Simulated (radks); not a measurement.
Exchange energies: the exact (Fock) value of the Kohn-Sham orbitals and density-functional approximations, in hartree. Species: K+ [Ar]; Re+ [Xe] 4f14 5d5 6s1; Yb2+ [Xe] 4f14. Calculated with a radial shooting solver on a logarithmic mesh with Libxc functionals: non-relativistic Kohn-Sham, exchange-only B88, spin-polarised, spherical densities, point nucleus. Every spin shell is full or empty, so the densities are truly spherical. Functionals are evaluated on that one density, not self-consistently.

functional,K+,Re+,Yb2+
exact,-32.5363,-309.795,-275.542
LDA,-30.091,-297.97,-265.06
PBEsol,-31.448,-304.40,-271.01
revPBE,-32.473,-309.33,-275.57
PW91,-32.494,-310.27,-276.41
PW86,-32.663,-309.00,-275.37
OPTX,-32.573,-315.76,-281.04
SOGGA,-31.436,-304.37,-270.99
G96,-32.566,-311.55,-277.53
APBE,-32.708,-310.93,-277.03
revTPSS,-32.358,-307.29,-273.73
r2SCAN,-32.542,-309.52,-275.67
MS2,-32.539,-308.03,-274.41
